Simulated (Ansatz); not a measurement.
```yaml
crystal:
  periodic: [false, false, false]
  atoms:
    - {symbol: C, position_ang: [0.080822, 2.452332, -0.159522]}
    - {symbol: Al, position_ang: [-0.165709, -1.185246, -0.242816]}
    - {symbol: O, position_ang: [1.002968, -2.961666, 2.137499]}
    - {symbol: Br, position_ang: [-2.024893, -3.216298, -3.522339]}
    - {symbol: H, position_ang: [-1.794568, 3.315730, -0.243477]}
    - {symbol: H, position_ang: [1.023604, 3.100891, 1.557303]}
    - {symbol: H, position_ang: [1.137466, 3.152432, -1.791445]}
    - {symbol: H, position_ang: [0.914735, -4.766081, 2.159542]}
basis:
  gaussian: {orbitals: ANO-RCC-VTZP}
hamiltonian: {xc: {name: BHLYP}, dispersion: d3bj}
output: {forces: true}
```

```sh
$ ansatz run in.yaml --threads 4 --pin off --events-out ev --progress --plain --max-ram 10444MiB
```

It prints (some lines left out):

```
Functional definition: BHLYP
1699 factors; their error is unknown
mean field evaluation 1: about -80636.7687 eV, gradient 7.6e1 eV
mean field evaluation 2: about -80184.8388 eV, gradient 2.5e2 eV
mean field evaluation 4: about -80548.9030 eV, gradient 1.2e2 eV
mean field evaluation 8: about -80654.9309 eV, gradient 5.9e-2 eV
mean field evaluation 16: about -80655.2907 eV, gradient 2.3e-5 eV
mean field -80655.29074424 eV, -2964.0272647310 hartree, gradient 6.0e-6 eV, S^2 0.000000; 6 other end points of the search recorded, 0 dependent functions left out
reference -80655.29105235 eV, -2964.0272760540 hartree; 33, 33 occupied and 160, 160 virtual orbitals, 1699 factors
Total energy: -80655.47165012 eV, -2964.0339128998 hartree
Relativity: scalar
Atom 0 at     0.080822     2.452332    -0.159522 Å, force     0.150135     2.999491    -0.033037 eV/Å
Atom 1 at    -0.165709    -1.185246    -0.242816 Å, force     0.266343    -0.624995     0.565445 eV/Å
Atom 2 at     1.002968    -2.961666     2.137499 Å, force    -0.649820    -4.001131    -0.804326 eV/Å
Atom 3 at    -2.024893    -3.216298    -3.522339 Å, force     0.264429     0.319219     0.463282 eV/Å
Atom 4 at    -1.794568     3.315730    -0.243477 Å, force     2.948400    -1.395909     0.142275 eV/Å
Atom 5 at     1.023604     3.100891     1.557303 Å, force    -1.486407    -1.054108    -2.703283 eV/Å
Atom 6 at     1.137466     3.152432    -1.791445 Å, force    -1.656079    -1.139447     2.573074 eV/Å
Atom 7 at     0.914735    -4.766081     2.159542 Å, force     0.163000     4.896880    -0.203429 eV/Å
Dipole moment:     0.259322     1.215417     0.360136 e Å
```

In this input the coordinates are in bohr but typed as ångström. The run converged. The result belongs to that input, not to the molecule as meant.
